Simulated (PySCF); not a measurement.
## Excitation energy of I⁺ by level of theory

I⁺ [Kr] 4d10 5s2 5p4 (3P) → I⁺ [Kr] 4d10 5s2 5p3 6s1 (5S), as a difference of total energies. Calculation: PySCF 2.14, in dyall-av2z (22s16p12d, 130 functions); no relativity, point nucleus. Correlated levels: valence: [Kr] 4d10 frozen; virtual orbitals above 40 to 60 times the deepest correlated orbital energy dropped. The calculations carry no spin-orbit coupling.

```
           method  excitation energy (eV)
              UHF                   9.283
              LDA                   9.852
              PBE                   9.687
             PBE0                   9.817
           r2SCAN                  10.032
           revPBE                   9.678
             PW91                   9.728
            wB97X                  10.497
    MP2 (valence)                   9.283
SCS-MP2 (valence)                   9.426
```

These non-relativistic numbers lack the scalar-relativistic shift.

For comparison: 9.665 eV (measured; NIST levels, between the centres of gravity of the two terms).
